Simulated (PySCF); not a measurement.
## Cost of excited-state runs on `FC(F)[C@@H]1[C@H]2C=CC[C@H]21`, C₇H₈F₂

Geometry:
| atom | x (Å) | y (Å) | z (Å) |
| --- | --- | --- | --- |
| F1 | 2.402 | -1.971 | 0.739 |
| C2 | 2.216 | -0.710 | 0.260 |
| F3 | 2.705 | 0.123 | 1.211 |
| C4 | 0.759 | -0.454 | -0.017 |
| C5 | 0.237 | 0.962 | 0.060 |
| C6 | -1.000 | 1.188 | -0.722 |
| C7 | -1.999 | 0.446 | -0.263 |
| C8 | -1.610 | -0.359 | 0.945 |
| C9 | -0.137 | -0.046 | 1.118 |
| H10 | 2.855 | -0.605 | -0.632 |
| H11 | 0.361 | -1.108 | -0.783 |
| H12 | 0.936 | 1.768 | 0.219 |
| H13 | -1.036 | 1.870 | -1.553 |
| H14 | -2.995 | 0.399 | -0.668 |
| H15 | -2.187 | -0.049 | 1.820 |
| H16 | -1.792 | -1.426 | 0.793 |
| H17 | 0.277 | -0.015 | 2.113 |

PySCF with density fitting, on 1 thread of an Intel Xeon 6975P-C, shared host. Command: `OMP_NUM_THREADS=1 python excited_run.py task.json out`

Problem. How long does each of these runs take, and how much memory?
- magnetisability and related constants, CAM-B3LYP/pcSseg-1; writes grids
- magnetisability and related constants, OLYP/MINI; SCF tolerance 1e-08 Eh

Solution. 
```csv
run,level,basis functions,wall time,peak memory (GiB)
magnetisability and related constants,CAM-B3LYP/pcSseg-1,193,54 s,1
magnetisability and related constants,OLYP/MINI,53,9.8 s,0.41
```
Times from a shared host are rough.
